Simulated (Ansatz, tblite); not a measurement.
Isomers of Na2Li3⁺ (singlet), found by a short tight-binding search and relaxed with B3LYP/def2-TZVP in Ansatz.

The xTB rows come from tblite. Correlated methods freeze 2 core orbitals; core or outer-core shells of Li, Na are correlated, in sets that lack core-valence functions.

Run but left out: HF/def2-TZVPP (A: restricted singlet, unstable towards broken spin symmetry); r2SCAN/def2-TZVP (B: restricted singlet, unstable towards broken spin symmetry).

A: The restricted singlet is unstable towards broken spin symmetry in Hartree–Fock (as tested in another run); at PBE/def2-TZVP, PBE0/def2-TZVP, CAM-B3LYP/def2-TZVP, ωB97M-V/def2-TZVP this wasn't settled. At CCSD(T)/def2-TZVPP the restricted singlet (for correlated methods, its reference) is unstable: a solution with broken spin symmetry lies lower. B: At CCSD(T)/def2-TZVPP the restricted singlet (for correlated methods, its reference) is unstable: a solution with broken spin symmetry lies lower. C: The restricted singlet is unstable towards broken spin symmetry in Hartree–Fock (as tested in another run); at PBE/def2-TZVP, PBE0/def2-TZVP, CAM-B3LYP/def2-TZVP, ωB97M-V/def2-TZVP this wasn't settled. At CCSD(T)/def2-TZVPP the restricted singlet (for correlated methods, its reference) is unstable: a solution with broken spin symmetry lies lower.

Other spin states were run for one of them alone.

A:

Cartesian coordinates in Å:
```
Li 0.0023 0.0143 -0.0014
Li -1.2068 -1.6978 -2.3233
Li 1.2486 1.6992 2.3254
Na -1.6327 1.2817 -2.6086
Na 1.5885 -1.2974 2.6080
```

B:

```xyz
5

Li   -1.577   -0.124    0.257
Li    0.813   -1.243   -0.581
Li    0.758    1.367    0.326
Na   -0.543    0.962   -2.775
Na    0.549   -0.962    2.773
```

C:

```xyz
5

Li   -1.7310    0.2497   -2.6110
Li    0.9766   -0.5539   -2.9535
Li    0.0045   -0.0117   -0.0654
Na   -0.1539   -1.3595    2.9716
Na    0.9038    1.6755    2.6583
```

Problem. Estimate their order by electronic energy at PBE0/def2-TZVP, counted from the lowest.

Solution. B (0.0) < C (2.7) < A (3.6), in kcal/mol.

Problem. Do the other levels pick the same lowest one?

Solution. Not GFN2-xTB. Energies above each level's lowest (kcal/mol):

```csv
level,A,B,C
GFN1-xTB,15.0,0.0,15.6
GFN2-xTB,1.8,8.2,0.0
PBE/def2-TZVP,4.0,0.0,3.1
PBE0/def2-TZVP,3.6,0.0,2.7
CAM-B3LYP/def2-TZVP,1.4,0.0,0.4
ωB97M-V/def2-TZVP,2.8,0.0,2.3
MP2/def2-TZVPP,2.3,0.0,1.0
CCSD/def2-TZVPP,1.8,0.0,0.7
CCSD(T)/def2-TZVPP,2.4,0.0,1.4
```
Point groups (tolerance 0.1 Å): A not assigned, B D3h, C not assigned. Lower isomers may exist.
